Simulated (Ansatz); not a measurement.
Molecule: disulfane, H$_{2}$S$_{2}$ (charge 0, singlet). SMILES: SS
Geometry from a B3LYP-D3(BJ)/def2-TZVP (Ansatz, an electronic-structure program) optimisation:
```xyz
4

S     -0.9222     0.0561     0.4718
S      0.9228     0.0543    -0.4709
H     -1.5351    -0.8736    -0.2871
H      1.5259    -0.8942     0.2724
```
Charge 0, spin multiplicity 1.

Quantity: vertical triplet-singlet gap (E(triplet) - E(singlet); each state is the SCF solution reached for its spin), in kcal/mol. Cores are frozen in the correlated levels unless marked. Open shells are spin-unrestricted. Spin-orbit coupling is left out. No relativistic terms. Basis-set limits of correlation are two-point, X^-3; Hartree-Fock from the larger set. The bracket is a focal-point correction in the basis named.

```csv
level,program,vertical triplet-singlet gap (kcal/mol)
SVWN5/def2-TZVPD,Ansatz,…
r2SCAN/def2-TZVPD,Ansatz,…
PBE0/def2-TZVPD,Ansatz,…
BHLYP/def2-TZVPD,Ansatz,95.3
SCS-MP2/def2-SVPD,Ansatz,101.8
SCS-MP2/aug-cc-pV(T+d)Z,Ansatz,102.6
SCS-MP2/def2-TZVPPD,Ansatz,102.6
CCSD/aug-cc-pV(D+d)Z,Ansatz,…
"RI-MP2/CBS(aug-cc-pV(T+d)Z,aug-cc-pV(Q+d)Z)+[CCSD(T)-MP2]/aug-cc-pV(T+d)Z",Ansatz,99.1
```

**Question.** Some entries are withheld; supply them.

**Answer.** 
- SVWN5/def2-TZVPD, vertical triplet-singlet gap (kcal/mol): 88.1
- r2SCAN/def2-TZVPD, vertical triplet-singlet gap (kcal/mol): 89.3
- PBE0/def2-TZVPD, vertical triplet-singlet gap (kcal/mol): 91.6
- CCSD/aug-cc-pV(D+d)Z, vertical triplet-singlet gap (kcal/mol): 97.2
